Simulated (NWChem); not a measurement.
Species: CH$_{4}$O$_{3}$Si; SMILES O[SiH]1OCO1

```xyz
9

O      0.4023    -1.9223     0.0000
Si    -0.4500    -0.5043     0.0000
O      0.0040     0.7048    -1.1169
C      0.2778     1.5653     0.0000
O      0.0040     0.7048     1.1169
H      1.3730    -1.8381     0.0000
H     -1.8680    -0.9493     0.0000
H     -0.4003     2.4502     0.0000
H      1.3407     1.9047     0.0000
```
Atoms are numbered in this order, from 1.

Computed with NWChem. Pople sets run with spherical d functions. Geometry: optimised at PBE-D3(BJ)/def2-SVP. Atomic charges in e: unrestrained fits to the electrostatic potential beside Mulliken populations; buried atoms are poorly determined by the fit.

For level B3LYP/def2-SVP:

```
Item          Result
------------  ------
ESP O1         -0.69
Mulliken O1    -0.37
ESP Si2         1.17
Mulliken Si2    0.79
Mulliken O3    -0.49
Mulliken O5    -0.49
```

**Question.** Estimate the same quantities for level Hartree-Fock/6-31G*.

**Answer.** The ESP O1 is -0.80 and the Mulliken O1 is -0.87. The ESP Si2 is 1.35 and the Mulliken Si2 is 1.40. The Mulliken O3 is -0.78 and the Mulliken O5 is -0.78.
